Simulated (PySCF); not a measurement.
Compound: C₄H₇ClFSi (doublet state).
Cartesian coordinates in Å at the GFN2-xTB level; atoms count from 1:
```xyz
14
C4H7ClFSi angstrom
F     -2.501    2.090    0.097
C     -1.952    0.832    0.007
C     -1.696    0.071    1.213
C     -0.538    0.621    0.512
Si     0.592   -0.487   -0.533
C      2.033   -1.019    0.606
Cl     2.947    0.442    1.076
H     -2.269    0.377   -0.924
H     -2.038    0.205    2.216
H     -0.027    1.460    0.978
H      1.133    0.270   -1.662
H     -0.128   -1.689   -0.961
H      2.737   -1.679    0.105
H      1.707   -1.494    1.528
```

The hyperfine couplings belong to this conformer and change with its torsions.

Identity: `F[C@@H]1[CH][C@H]1[SiH2]CCl` [radical].

Computed, not measured: UKS B3LYP, pcH-1 on C Cl F H Si, non-relativistic, mean-field spin-orbit, GIAO (PySCF 2.14.0). The structure is a single GFN2-xTB conformer in the gas phase; no vibrational or solvent corrections. A GFN2-xTB geometry isn't a minimum of the functional, and hyperfine couplings can be far from their values at a DFT geometry. The SCF solution wasn't tested for stability.

Q: The isotropic 13C couplings are +250.4, -14.3, -9.9, +4.0 MHz. Assign them to C2; C3; C4; C6.

A: 
| site | a_iso (MHz) | ρ(0) (bohr⁻³) | position | distance from C3 (Å) | spin population | largest \|T\| (MHz) |
| --- | --- | --- | --- | --- | --- | --- |
| C2 | -9.9 | -0.0088 | 1 bond from C3 | 1.45 | -0.01 | 5.7 |
| C3 | +250.4 | +0.2228 | largest spin population | 0.00 | +0.91 | 141.0 |
| C4 | -14.3 | -0.0127 | 1 bond from C3 | 1.46 | 0.00 | 12.4 |
| C6 | +4.0 | +0.0036 | 3 bonds from C3 | 3.93 | +0.01 | 1.9 |

ρ(0) is the spin density at the nucleus and T the dipolar tensor; a_iso includes a spin–orbit part. The largest Mulliken spin population is on C3 (+0.91). The angles at C3 add up to 325.2°, so it is pyramidal.

The spin density at the nucleus, in bohr⁻³, is negative for C4 (-0.0127), C2 (-0.0088) and H9 (-0.0050), for instance. A restricted open-shell determinant has no negative spin density anywhere; here it arises because α and β orbitals differ (spin polarisation).
